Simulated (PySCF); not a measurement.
C₃H₆GeO, SMILES C(C#C)[O][GeH3]. Atoms are numbered in the order given.

```xyz
11

C      0.3181     3.6990     0.0000
C     -0.1084     2.5635     0.0000
C     -0.6431     1.1996     0.0000
O      0.4163     0.2594     0.0000
Ge     0.0404    -1.4953     0.0000
H      0.7019     4.7015     0.0000
H     -1.2932     1.0752    -0.8901
H     -1.2932     1.0752     0.8901
H      1.4131    -2.1713     0.0000
H     -0.7762    -1.8395    -1.2628
H     -0.7762    -1.8395     1.2628
```

The structure is a stationary point at TPSSh-D3(BJ)/def2-SVP. The structure was generated by enumeration, and PubChem lists no compound with its InChIKey, so it may never have been made. Other conformers were not sampled.

Calculation: PBE0/pcSseg-1 in PySCF.

GIAO shieldings, no solvent; atoms alike by connectivity are averaged. δ = σ(ref) − σ: ¹³C against TMS (σ = 186.3 ppm); ¹⁷O against H2O (σ = 334.2 ppm); ⁷³Ge against GeH4 (σ = 1658.3 ppm); ¹H against TMS (σ = 31.56 ppm), references at their B3LYP-D3(BJ)/def2-TZVP geometries, non-relativistic.

Computed chemical shifts:
```json
[
 {"nucleus": "¹³C", "atoms": "C2", "count": "1", "δ (ppm)": "87.0"},
 {"nucleus": "¹³C", "atoms": "C1", "count": "1", "δ (ppm)": "82.1"},
 {"nucleus": "¹³C", "atoms": "C3", "count": "1", "δ (ppm)": "60.7"},
 {"nucleus": "¹⁷O", "atoms": "O4", "count": "1", "δ (ppm)": "9.9"},
 {"nucleus": "⁷³Ge", "atoms": "Ge5", "count": "1", "δ (ppm)": "256.9"},
 {"nucleus": "¹H", "atoms": "H9, H10, H11", "count": "3", "δ (ppm)": "5.22"},
 {"nucleus": "¹H", "atoms": "H7, H8", "count": "2", "δ (ppm)": "4.53"},
 {"nucleus": "¹H", "atoms": "H6", "count": "1", "δ (ppm)": "2.56"}
]
```
